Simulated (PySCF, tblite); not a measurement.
Compound: C3H10O2Si2.
Geometry (GFN2-xTB, Å), atoms numbered from 1 in this order:
```
atom  x, y, z in Å
O1     1.0463   -2.1353   -0.0398
Si2    1.5973   -0.6671    0.3743
O3     2.7370   -0.3075   -0.7452
C4     0.1207    0.5190    0.3477
C5    -0.5133    0.7648   -1.0462
Si6   -2.2643    0.6018   -0.3065
C7    -1.1315    0.0232    1.1128
H8     1.6320   -2.7342   -0.4949
H9     2.2240   -0.7130    1.6976
H10    3.1111    0.5662   -0.7819
H11    0.4202    1.4834    0.7680
H12   -0.2631   -0.0256   -1.7515
H13   -0.2217    1.7100   -1.5010
H14   -3.1834   -0.3644   -0.9085
H15   -2.9515    1.8780   -0.0768
H16   -1.2490    0.4692    2.0984
H17   -1.1178   -1.0565    1.2436
```

Computed, not measured: wB97X-D/def2-SVPD in PySCF (dipole) on a GFN2-xTB geometry, gas phase.

Take the most abundant isotopes and a rigid rotor. The values belong to one conformer with, in the numbering `[OH:1][SiH:2]([OH:3])[CH:4]1[CH2:5][SiH2:6][CH2:7]1`, H–O1–Si2–O3 29°, O1–Si2–O3–H 171°, O1–Si2–C4–C5 -66°, Si2–C4–C5–Si6 136°, C4–C5–Si6–C7 -10°, C5–Si6–C7–C4 10°, Si2–C4–C7–Si6 -137°.

Question: Give the principal moments of inertia and the rotational constants in MHz.

Answer: Ia = 135.52, Ib = 503.40, Ic = 540.28 u·Å²; 505379 MHz·u·Å²/I gives A = 3729, B = 1004, C = 935.4 MHz.

Question: What kind of rotor is it?

Answer: A near-prolate asymmetric top; Ray's κ = -0.951.

Question: Is it planar, by Δ = Ic − Ia − Ib?

Answer: Not planar: Δ = Ic − Ia − Ib = -98.63 u·Å². For a rigid frame Δ = −2 Σ m c², so Σ m c² = 49.32 u·Å² lies off the ab plane: 15.20 from hydrogen and 34.11 from heavier atoms. The atom farthest from that plane is 1.83 Å away.

Question: Give the other two planar moments, Paa and Pbb, and the rms extents of the mass along the axes.

Answer: Paa = Σ m a² = (Ib + Ic − Ia)/2 = 454.08 and Pbb = Σ m b² = (Ia + Ic − Ib)/2 = 86.20 u·Å². With the mass M = 134.02 u, the rms extents √(P/M) along a, b and c are 1.84, 0.80, 0.61 Å.

Question: Where do the levels up to J = 2 lie, in MHz?

Answer: Above 0(0,0):
J = 1: 1(0,1) 1939, 1(1,1) 4665, 1(1,0) 4733
J = 2: 2(0,2) 5817, 2(1,2) 8475, 2(1,1) 8680, 2(2,1) 16856, 2(2,0) 16857
The levels of one J sum to (2J + 1)J(J + 1)(A + B + C)/3.

Question: Which lines would a microwave search look for?

Answer: The dipole components are |μa| = 0.37 D, |μb| = 1.20 D, |μc| = 0.69 D. The squared components, which scale the intensities, stand as 0.09 : 1.00 : 0.34 (a : b : c). Some lines, for components of 0.1 D or more:

```tsv
type	branch	J(Ka,Kc)	MHz	lower level (cm⁻¹)
b	R	2(0,2) ← 1(1,1)	1152	0.156
a	R	1(0,1) ← 0(0,0)	1939	0.000
c	Q	2(1,2) ← 2(0,2)	2658	0.194
c	Q	1(1,1) ← 1(0,1)	2725	0.065
b	Q	1(1,0) ← 1(0,1)	2794	0.065
b	Q	2(1,1) ← 2(0,2)	2864	0.194
a	R	2(1,2) ← 1(1,1)	3810	0.156
a	R	2(0,2) ← 1(0,1)	3877	0.065
a	R	2(1,1) ← 1(1,0)	3947	0.158
b	R	1(1,1) ← 0(0,0)	4665	0.000
c	R	1(1,0) ← 0(0,0)	4733	0.000
b	R	2(1,2) ← 1(0,1)	6535	0.065
c	R	2(1,1) ← 1(0,1)	6741	0.065
c	Q	2(2,1) ← 2(1,1)	8176	0.290
b	Q	2(2,0) ← 2(1,1)	8177	0.290
b	Q	2(2,1) ← 2(1,2)	8381	0.283
b	R	2(2,1) ← 1(1,0)	12123	0.158
c	R	2(2,0) ← 1(1,0)	12124	0.158
c	R	2(2,1) ← 1(1,1)	12192	0.156
b	R	2(2,0) ← 1(1,1)	12193	0.156
```

Question: Estimate the classical rotational partition function at 10 K, 50 K and 200 K.

Answer: Point group C1, symmetry number σ = 1; q = (√π/σ)·√((kT/h)³/(ABC)), k/h = 20836.6 MHz/K: 2850 at 10 K, 31900 at 50 K, 255000 at 200 K.

Its GFN2-xTB frequencies are all real (lowest 33 cm⁻¹). Constants of a rigid frame at the computed geometry: no zero-point averaging, no centrifugal distortion.
